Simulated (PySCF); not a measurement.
C4H4N2, SMILES c1cncnc1.

Geometry: PBE0-D3(BJ)/def2-SVP.

All values below come from PBE0-D3(BJ)/def2-SVP (PySCF).

No scaling factor is applied to the harmonic values.

Computed harmonic wavenumbers and intensities:
| mode | ν (cm⁻¹) | IR (km/mol) | Raman (Å⁴/amu) | depolarisation | moving atoms (share of kinetic energy) |
|---|---|---|---|---|---|
| 1 | 350 | 3.0 | 0.2 | 0.75 | C 56 %, H 34 %, N 11 % |
| 2 | 414 | 0.0 | 1.4 | 0.75 | N 51 %, C 30 %, H 19 % |
| 3 | 631 | 12.3 | 3.3 | 0.75 | N 49 %, C 45 % |
| 4 | 700 | 4.7 | 6.2 | 0.74 | C 68 %, N 25 % |
| 5 | 743 | 37.5 | 0.0 | – | H 62 %, C 22 %, N 16 % |
| 6 | 834 | 2.3 | 1.1 | 0.75 | H 51 %, C 30 %, N 19 % |
| 7 | 994 | 0.3 | 0.4 | 0.75 | H 67 %, C 31 % |
| 8 | 1008 | 0.0 | 1.1 | 0.75 | H 70 %, C 29 % |
| 9 | 1029 | 7.2 | 9.4 | 0.11 | N 68 %, C 29 % |
| 10 | 1037 | 0.0 | 1.1 | 0.75 | H 63 %, C 36 % |
| 11 | 1092 | 1.0 | 25.4 | 0.09 | C 75 %, H 24 % |
| 12 | 1098 | 3.8 | 2.6 | 0.75 | H 72 %, C 17 %, N 11 % |
| 13 | 1179 | 0.6 | 7.7 | 0.28 | C 55 %, H 41 % |
| 14 | 1244 | 11.4 | 7.5 | 0.75 | H 71 %, C 23 % |
| 15 | 1317 | 0.4 | 4.0 | 0.75 | C 61 %, N 33 % |
| 16 | 1383 | 0.1 | 0.7 | 0.75 | H 86 %, C 9 % |
| 17 | 1460 | 53.8 | 1.0 | 0.42 | H 40 %, N 37 %, C 23 % |
| 18 | 1506 | 8.8 | 0.8 | 0.75 | C 46 %, H 41 %, N 13 % |
| 19 | 1660 | 87.5 | 6.0 | 0.75 | C 78 %, N 15 % |
| 20 | 1668 | 62.3 | 7.1 | 0.49 | C 64 %, N 29 % |
| 21 | 3178 | 15.9 | 138.0 | 0.37 | H 92 %, C 8 % |
| 22 | 3181 | 17.5 | 57.7 | 0.75 | H 91 %, C 9 % |
| 23 | 3189 | 12.1 | 148.8 | 0.16 | H 91 %, C 9 % |
| 24 | 3238 | 2.7 | 141.8 | 0.20 | H 91 %, C 9 % |
